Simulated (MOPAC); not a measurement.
MOPAC input (PM6):

```
PM6 FORCE THERMO(298,298) PRECISE LET CHARGE=1 GEO-OK AUX(PRECISION=9) THREADS=1
HO2S

S     0.03641684 1   -0.10624754 1   -0.08479399 1
O     0.22671287 1    1.27053435 1   -0.15705477 1
O    -0.14961522 1   -1.44775677 1   -0.01492089 1
H     0.35872785 1    2.22437610 1   -0.20715765 1
```

From the output:

```
     H    4   0.756329   2.260459   0.154407   2.793784

          HEAT OF FORMATION =     114.099400 KCALS/MOLE

          ZERO POINT ENERGY       8.403 KCAL/MOL

           NORMAL COORDINATE ANALYSIS (Total motion = 1 Angstrom)

   Root No.       1         2         3         4         5         6         7

                 1 Pi      1 Pi      2 Pi      2 Pi      1 Sig     2 Sig     3 Sig

                 124.8     124.8     593.8     593.8     888.7    1336.0    2216.0

           1    0.0000    0.0000    0.0000    0.0000   -0.0648    0.3110   -0.0053
           2    0.1764    0.0024    0.0310    0.0013    0.0000   -0.0001    0.0000
           3   -0.0024    0.1764   -0.0013    0.0310    0.0000   -0.0000    0.0000
           4   -0.0000   -0.0000   -0.0000   -0.0000    0.3544   -0.1836   -0.0538
           5   -0.1317   -0.0018   -0.1032   -0.0044   -0.0001   -0.0000    0.0000
           6    0.0018   -0.1317    0.0044   -0.1032   -0.0000    0.0000   -0.0000
           7   -0.0001   -0.0000   -0.0000   -0.0000   -0.2457   -0.4351    0.0056
           8   -0.1901   -0.0026   -0.0126   -0.0005    0.0001    0.0002   -0.0000
           9    0.0026   -0.1901    0.0005   -0.0126    0.0000    0.0000    0.0000
          10   -0.0001   -0.0000    0.0002    0.0000    0.3352   -0.0702    0.9353
          11   -0.5017   -0.0068    0.8523    0.0362   -0.0001   -0.0001   -0.0003
          12    0.0068   -0.5017   -0.0362    0.8523   -0.0000    0.0000   -0.0000

           MASS-WEIGHTED COORDINATE ANALYSIS (NORMAL COORDINATES)

   Root No.       1         2         3         4         5         6         7

                 1 Pi      1 Pi      2 Pi      2 Pi      1 Sig     2 Sig     3 Sig

                 124.8     124.8     593.8     593.8     888.7    1336.0    2216.0

           1    0.0002    0.0000    0.0000    0.0000   -0.2043    0.6816   -0.0313
           2    0.6880    0.0078    0.1812    0.0074    0.0001   -0.0002    0.0000
           3   -0.0078    0.6880   -0.0074    0.1812    0.0000   -0.0000    0.0000
           4   -0.0001   -0.0000   -0.0001   -0.0000    0.7896   -0.2843   -0.2233
           5   -0.3630   -0.0041   -0.4263   -0.0174   -0.0002   -0.0001    0.0001
           6    0.0041   -0.3630    0.0174   -0.4263   -0.0000    0.0000   -0.0000
           7   -0.0001   -0.0000   -0.0000   -0.0000   -0.5475   -0.6737    0.0231
           8   -0.5238   -0.0059   -0.0521   -0.0021    0.0001    0.0003   -0.0000
           9    0.0059   -0.5238    0.0021   -0.0521    0.0000    0.0000    0.0000
          10   -0.0001   -0.0000    0.0002    0.0000    0.1875   -0.0273    0.9740
          11   -0.3470   -0.0039    0.8838    0.0361   -0.0000   -0.0000   -0.0003
          12    0.0039   -0.3470   -0.0361    0.8838   -0.0000    0.0000   -0.0000

          DESCRIPTION OF VIBRATIONS

 VIBRATION          2    1Pi         ATOM PAIR     ENERGY CONTRIBUTION    RADIAL
 FREQUENCY           124.80         S 1 -- O 2         +56.0% (146.1%)      0.0%
 TRANSITION DIPOLE   0.1506         S 1 -- O 3         +28.5% (104.2%)      0.0%
 TRAVEL (Ang.)       0.2495         O 2 -- H 4         +15.5% ( 76.7%)      0.0%
 REDUCED MASS        8.6814
 EFFECTIVE MASS     48.3542
 FORCE CONSTANT      0.0797

 VIBRATION          4    2Pi         ATOM PAIR     ENERGY CONTRIBUTION    RADIAL
 FREQUENCY           593.76         O 2 -- H 4         +94.7% ( 96.5%)      0.0%
 TRANSITION DIPOLE   1.4802         S 1 -- O 2          +5.0% ( 22.3%)      0.0%
 TRAVEL (Ang.)       0.3100         S 1 -- O 3          +0.2% (  4.8%)      0.0%
 REDUCED MASS        1.1818
 EFFECTIVE MASS      2.9816
 FORCE CONSTANT      0.2455

 VIBRATION          5    1Sig        ATOM PAIR     ENERGY CONTRIBUTION    RADIAL
 FREQUENCY           888.68         S 1 -- O 2         +53.9% ( 96.0%)    100.0%
 TRANSITION DIPOLE   2.0005         O 2 -- H 4         +32.3% ( 74.4%)    100.0%
 TRAVEL (Ang.)       0.0992         S 1 -- O 3         +13.8% ( 48.6%)    100.0%
 REDUCED MASS        7.7124
 EFFECTIVE MASS     17.6077
 FORCE CONSTANT      3.5887

 VIBRATION          6    2Sig        ATOM PAIR     ENERGY CONTRIBUTION    RADIAL
 FREQUENCY          1335.97         S 1 -- O 3         +68.8% ( 93.3%)    100.0%
 TRANSITION DIPOLE   4.5769         S 1 -- O 2         +28.5% ( 60.1%)    100.0%
 TRAVEL (Ang.)       0.0699         O 2 -- H 4          +2.7% ( 18.4%)    100.0%
 REDUCED MASS       10.3195
 EFFECTIVE MASS     22.7782
 FORCE CONSTANT     10.8519

 VIBRATION          7    3Sig        ATOM PAIR     ENERGY CONTRIBUTION    RADIAL
 FREQUENCY          2216.02         O 2 -- H 4         +99.2% ( 99.9%)    100.0%
 TRANSITION DIPOLE   2.2075         S 1 -- O 2          +0.8% (  8.9%)    100.0%
 TRAVEL (Ang.)       0.1793
 REDUCED MASS        0.9468
 EFFECTIVE MASS      1.3914
 FORCE CONSTANT      2.7394

      SYMMETRY NUMBER FOR POINT-GROUP C*v =  1

          SYSTEM IS A GROUND STATE

 HO2S

          MOLECULE IS LINEAR

          THERE ARE  7 GENUINE VIBRATIONS IN THIS SYSTEM
          THIS THERMODYNAMICS CALCULATION IS LIMITED TO
          MOLECULES WHICH HAVE NO INTERNAL ROTATIONS

                    CALCULATED THERMODYNAMIC PROPERTIES
                                          *
   TEMP. (K)   PARTITION FUNCTION   H.O.F.    ENTHALPY  HEAT CAPACITY ENTROPY
                                   KCAL/MOL   CAL/MOLE    CAL/K/MOL  CAL/K/MOL

 298.00  VIB.     0.5574D+01                  1109.4219     6.5964     7.1370
         ROT.     0.8094D+03                   592.1869     1.9872    15.2941
         INT.     0.4511D+04                  1701.6088     8.5836    22.4311
         TRA.     0.5074D+27                  1480.4672     4.9680    38.4347
         TOT.                      114.099    3182.0760    13.5517    60.8658

   *: NOTE: HEATS OF FORMATION ARE RELATIVE TO THE
            ELEMENTS IN THEIR STANDARD STATE AT 298K
              (=  Standard Enthalpy of Formation).

            Hvib:  Zero-point energy is not included.
                   frequencies of less than zero cm-1 are not included.
            Hrot = (3/2)RT
            Htra = (3/2)RT + pV = (5/2)RT

            Heat capacity is Cp, not Cv

          For more information, see: HTTP://OpenMOPAC.net/Manual/thermochemistry.html

           FORCE CONSTANT IN CARTESIAN COORDINATES (Millidynes/A)

    ATOM   CHEMICAL       X               Y               Z
   NUMBER   SYMBOL  FORCE CONSTANT  FORCE CONSTANT  FORCE CONSTANT

      1       S       16.375840        0.358328        0.358327
      2       O        8.309282        0.623958        0.623957
      3       O        9.891951        0.050273        0.050272
      4       H        2.783632        0.164948        0.164947

 **********************
 *                    *
 * JOB ENDED NORMALLY *
 *                    *
 **********************

 == MOPAC DONE ==
```

The dipole moment of an ion depends on the origin.
